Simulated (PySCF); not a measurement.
Two species compared at the same levels of theory.

First species: C5H4F3OP.
InChI=1S/C5H4F3OP/c1-3-9-4(2-10-3)5(6,7)8/h2H,1H3

Second species: C₃H₆N₂O₂Si.
Cartesian coordinates in Å at the GFN2-xTB level; atoms count from 1:
```
atom  x, y, z in Å
Si1   -1.6167    1.4590   -0.6618
O2    -1.7225   -0.1305   -0.2964
C3    -0.7942   -1.1393   -0.4680
C4     0.5491   -0.7988    0.0725
N5     1.2170    0.2994   -0.1120
C6     2.3585    0.0780    0.5878
N7     2.3953   -1.0848    1.1612
O8     1.2137   -1.6712    0.8354
H9    -1.1345    1.6428   -2.0307
H10   -3.0283    1.7667   -0.4814
H11   -0.7577    2.1901    0.2646
H12   -0.6759   -1.3639   -1.5397
H13   -1.1568   -2.0395    0.0414
H14    3.1524    0.7915    0.6546
```

Levels: wB97X-D/def2-SVPD for dipole moment, HOMO energy, LUMO energy, HOMO–LUMO gap, static isotropic polarisability and electronic spatial extent ⟨r²⟩ about the centre of nuclear charge; TDDFT wB97X-D/def2-SVPD for lowest singlet excitation; TDA wB97X-D/def2-SVPD for lowest triplet excitation (Tamm–Dancoff); GFN2-xTB for rotational constant A and rotational constant C. Geometries: GFN2-xTB. All species are isolated and taken at one optimised geometry, non-relativistic unless stated; the electronic structure was computed with PySCF and density fitting.

The conformers computed, where there is a choice (atom-mapped SMILES and torsion angles):
- `[CH3:1][c:2]1[o:3][c:4]([C:5]([F:6])([F:7])[F:8])[cH:9][p:10]1`: O3–C4–C5–F6 -176°
- `[SiH3:1][O:2][CH2:3][c:4]1[n:5][cH:6][n:7][o:8]1`: Si1–O2–C3–C4 50°, O2–C3–C4–N5 -48°

Values for the first species:

* Dipole moment: 2.25 D
* HOMO energy: -8.91 eV
* LUMO energy: 0.37 eV
* HOMO–LUMO gap: 9.28 eV
* Lowest singlet excitation: 5.28 eV
* Lowest triplet excitation (Tamm–Dancoff): 3.27 eV
* Static isotropic polarisability: 87.0 au
* Electronic spatial extent ⟨r²⟩ about the centre of nuclear charge: 1705 bohr²
* Rotational constant A: 2.282 GHz
* Rotational constant C: 0.625 GHz

Question: Estimate the same properties for the second species, and the change in each.

Answer: 
```
                                                         property       first      second  second less first
                                                    dipole moment      2.25 D      1.18 D            -1.07 D
                                                      HOMO energy    -8.91 eV   -10.35 eV           -1.44 eV
                                                      LUMO energy     0.37 eV     0.68 eV           +0.31 eV
                                                    HOMO–LUMO gap     9.28 eV    11.03 eV           +1.75 eV
                                        lowest singlet excitation     5.28 eV     6.19 eV           +0.91 eV
                         lowest triplet excitation (Tamm–Dancoff)     3.27 eV     4.72 eV           +1.45 eV
                                  static isotropic polarisability     87.0 au     76.6 au           -10.4 au
electronic spatial extent ⟨r²⟩ about the centre of nuclear charge  1705 bohr²  1214 bohr²         -491 bohr²
                                            rotational constant A   2.282 GHz   4.437 GHz         +2.155 GHz
                                            rotational constant C   0.625 GHz   0.919 GHz         +0.294 GHz
```

On the first: The principal polarisabilities are 62.2, 94.1 and 104.6 au; their mean is the isotropic value. The vertical singlet–triplet gap S1 − T1 is 2.01 eV (TDDFT singlet less Tamm–Dancoff triplet; S1: HOMO→LUMO, weight 0.94; T1: HOMO→LUMO, weight 0.95).

On the second: The dipole matches unit charges of opposite sign 0.25 Å apart (1 e·Å = 4.8032 D). In wavenumbers S1 is 49900 cm⁻¹ (1 eV = 8065.54 cm⁻¹). GFN2-xTB frequencies show an imaginary mode (34i cm⁻¹), so this geometry is no minimum at that level.
